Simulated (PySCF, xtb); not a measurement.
Se(SH)(SeH) (H₂SSe₂), SMILES S[Se][SeH].

GFN2-xTB (xtb) at its own geometry gives an orbital gap of 3.45 eV and a dipole moment of 0.40 D.

The structure is a stationary point at r2SCAN-D4/def2-SVP. The values are those of a single conformer.

Question: What does r2SCAN/def2-TZVPD (PySCF) give? (The exact figures need the calculation; the answer reports its results.)

Answer: gap 3.63 eV (levels -6.37 and -2.74 eV), dipole 0.39 D.
